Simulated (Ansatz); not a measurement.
Relaxation of CH$_{4}$BFO (8 atoms, charge 0, multiplicity 1), to a largest force component of 0.02 eV/Å in at most 50 steps.

Theory: Ansatz, RKS PBE0/cc-pVDZ.

```xyz
8
Properties=species:S:1:pos:R:3
C -0.205 0.950 -0.065
O -0.763 -0.269 -0.446
B 0.118 -1.300 0.056
F 1.310 -1.775 -0.756
H -0.212 1.108 1.013
H -0.941 1.790 -0.466
H 0.774 1.188 -0.527
H 0.010 -1.750 1.134
```

Where does it end, and by what steps?

The run converged. After 14 steps the energy has fallen by 1.428 eV; F4 moved furthest, 0.96 Å.

```tsv
step	energy less start (eV)	largest force component (eV/Å)	accepted
0	0.0000	3.804	yes
1	-0.6302	2.791	yes
2	-0.8149	1.142	yes
3	-0.8756	0.519	yes
4	-0.9213	0.296	yes
5	-0.9751	0.291	yes
6	-1.0333	0.650	yes
7	-1.2074	0.680	yes
8	-1.3434	0.776	yes
9	-1.3861	1.020	yes
10	-1.4238	0.197	yes
11	-1.4261	0.258	yes
12	-1.4282	0.024	yes
13	-1.4283	0.044	yes
14	-1.4283	0.003	yes
```

```xyz
8
Properties=species:S:1:pos:R:3
C -0.197 1.049 -0.059
O 0.130 -0.158 -0.717
B 0.277 -1.302 -0.030
F 0.586 -2.398 -0.728
H -0.307 0.908 1.028
H -1.140 1.438 -0.470
H 0.598 1.786 -0.248
H 0.145 -1.379 1.168
```

Whether the end is a true minimum wasn't checked by a vibrational analysis.

Time of the run: 69 s on 1 thread of Arm Neoverse N1, with other jobs on the host, peak memory 0.15 GiB.
